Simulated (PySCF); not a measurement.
## Spinor energies of Pm⁴⁸⁺ (promethium, charge +48)

Start: [Ne] 3s2 3p1; 3p1/2 filled at m_j = +1/2. Calculated with PySCF 2.14 in an even-tempered Gaussian basis (18 s from 12 bohr⁻², ratio 2.4; 14 p from 16 bohr⁻², ratio 2.4; 4 d from 53 bohr⁻², ratio 2.6; 4 f from 80 bohr⁻², ratio 2.6): generalised Hartree-Fock with the X2C-1e Hamiltonian and a Gaussian nucleus; one run each with spin-orbit coupling (SO) switched off, then screened by Boettger's factors.

| spinor shell | electrons | ε, spin-free (eV) | ε, screened SO (eV) | weight of nominal j (screened SO) | rms radius, screened SO (bohr) |
| --- | --- | --- | --- | --- | --- |
| 1s1/2 | 2 | -48786.3 | -48776.1 | 1.000 | 0.0264 |
| 2s1/2 | 2 | -10683.6 | -10679.4 | 1.000 | 0.105 |
| 2p1/2 | 2 | -9899.6 | -10306.9 | 1.000 | 0.0900 |
| 3s1/2 | 2 | -4280.8 | -4279.2 | 1.000 | 0.252 |
| 3p1/2 | 1 | -4065.9 | -4169.8 | 1.000 | 0.239 |

Task: Where does 2p3/2 lie, and what is the 2p spin-orbit splitting (screened SO)?

Result: At -9719.3 eV, 587.63 eV above 2p1/2.

| quantity | spin-free | screened SO |
| --- | --- | --- |
| E (hartree) | -7715.19531 | -7723.33618 |
| M_J | 1/2 | 1/2 |
| ⟨J²⟩ | 1.096 | 0.751 |
| ⟨L²⟩ | 2.002 | 2.013 |
| ⟨S²⟩ | 0.751 | 0.762 |

Each row is a mean over spinors that exchange with the open shell spreads, by up to 15.926 eV (2p1/2).

Breit and QED terms are absent; they matter most for the inner s and p1/2 levels.

Densities and radii are taken from the X2C orbitals without a picture-change correction, which distorts them close to the nucleus.

Without spin-orbit coupling the j labels of p, d and f shells carry no meaning; the spin-free column gives the mean over the occupied spinors of each nl shell, and its ⟨J²⟩ belongs to a mixture of degenerate components.
